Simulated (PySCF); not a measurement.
Spectra and structures to be paired. The calculation used TDDFT wB97X-D/def2-SVPD, vertical, gas phase, core orbitals frozen in the response (PySCF 2.14.0, density-fitted response routines). Geometries: PBE0-D3(BJ)/def2-SVP; one conformer of each isolated species. Triplets are in the Tamm–Dancoff approximation.

A. `c1ccc(cc1C(C)=C)S`
B. `CP(C)(=O)/C=C/c1ccccc1`
C. `ClC1=CC=CO1`
D. `[Cl][Be][Cl]`

Lowest singlet levels (six at most, fewer where fewer were computed) with oscillator strengths:

1. 252 nm (f 0.525); 245 nm (f 0.109); 218 nm (f 0.002); 211 nm (f 0.009); 197 nm (f 0.303); 189 nm (f 0.475); T1 3.24 eV
2. 205 nm (f 0.248); 191 nm (f 0.000); 182 nm (f 0.009); 179 nm (f 0.007); 164 nm (f 0.020); 156 nm (f 0.001); T1 3.99 eV
3. 156 nm (f 0.000 summed over 3 states); 154 nm (f 0.000 summed over 2 states); 145 nm (f 0.000); 145 nm (f 0.000 summed over 2 states) [of 10 roots; the last level is left out, as the window may have cut its degenerate partner]; T1 7.65 eV
4. 263 nm (f 0.028); 237 nm (f 0.145); 235 nm (f 0.020); 222 nm (f 0.485); 207 nm (f 0.179); 200 nm (f 0.025); T1 3.48 eV

Question: Match each spectrum to its molecule.

Answer: 1 = B, 2 = C, 3 = D, 4 = A.
- A: S1 at 4.71 eV, HOMO→LUMO (64%), HOMO→LUMO+1 (13%), HOMO-1→LUMO+1 (9%); Löwdin shares by element: HOMO carbon 38% or more, sulfur 35% (atoms not listed hold the other 27%); LUMO carbon 56% or more (atoms not listed hold the other 44%); HOMO -8.08 and LUMO 0.61 eV.
- B: S1 at 4.92 eV, HOMO→LUMO (81%), HOMO→LUMO+1 (8%); Löwdin shares by element: HOMO carbon 62% or more (atoms not listed hold the other 38%); LUMO carbon 58% or more (atoms not listed hold the other 42%); HOMO -8.58 and LUMO 0.07 eV.
- C: S1 at 6.06 eV, HOMO→LUMO (97%); Löwdin shares by element: HOMO carbon 60% or more, chlorine 18% (atoms not listed hold the other 22%); LUMO carbon 55% or more, oxygen 17% (atoms not listed hold the other 28%); HOMO -8.51 and LUMO 1.64 eV; point group Cs, 1 of its 6 listed states under f = 0.0005.
- D: S1 at 7.96 eV, HOMO-1/HOMO→LUMO (≥90%); Löwdin shares by element: HOMO (one of a set within 0.03 eV) chlorine 100%; LUMO beryllium 57%, chlorine 43%; HOMO -11.56 and LUMO 0.96 eV; point group D∞h, 8 of its 8 listed states under f = 0.0005.

A slash joins orbitals within 0.01 eV of each other, whose weights are summed (≥ marks a lower bound).
